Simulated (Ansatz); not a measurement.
Basis-set extrapolation for CH₇NOSi (`CO[SiH2]N`) (PBE0-D4/def2-TZVP geometry, frozen core, Ansatz 0.2.0). Multiplicity 1, RHF reference.

```json
{"": "HF", "def2-TZVPP": "-460.343282", "def2-QZVPP": "-460.361589"}
{"": "MP2 correlation", "def2-TZVPP": "-0.754259", "def2-QZVPP": "-0.810086"}
{"": "CCSD(T) correlation", "def2-TZVPP": "-0.820392", "def2-QZVPP": "-0.871323"}
```

Energies in hartree. Use E(X) = E(∞) + A·exp(−7.88·√X) for Hartree–Fock and E(X) = E(∞) + B·X^(−2.97) for correlation, with X = 3 and 4.

Problem. What is the CCSD(T) energy at the basis-set limit?

Solution. HF limit: -460.361589 + (-0.018307) × 0.13774 = -460.36411. Correlation limit: -0.871323 + (-0.050931) × 0.74074 = -0.90905. Total: -461.27316 hartree, 68.7 kcal/mol below CCSD(T)/def2-TZVPP.
